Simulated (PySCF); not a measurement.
In(Et)3 (C6H15In), SMILES C[CH2][In]([CH2]C)[CH2]C.

Geometry optimised at PBE0-D3(BJ)/def2-SVP. The isomer is the one that the SMILES or the coordinates give; other isomers of the formula were not compared. The def2 effective core potentials stand for the cores of In; spin–orbit coupling is left out. One conformer was computed; it need not be the lowest.

Calculation: C-PCM-M06-2X/def2-SVP (PySCF).

The values are the electrostatic part of the solvation free energy, E(continuum) − E(gas) at the gas-phase geometry, in a cavity of scaled van der Waals radii (PySCF's table); cavitation and dispersion terms are not included. A continuum can't describe solvent molecules that bind to the metal. In vacuum the orbital gap is 6.99 eV. The dipole moment in vacuum is 0.18 D.

Computed values in water (ε = 78.36), N,N-dimethylformamide (ε = 37.22), toluene (ε = 2.37):
```tsv
solvent	ε	ΔG(elec) (kcal/mol)	dipole (D)	gap (eV)
water	78.36	-2.7	0.22	7.30
N,N-dimethylformamide	37.22	-2.6	0.22	7.30
toluene	2.37	-1.5	0.20	7.16
```
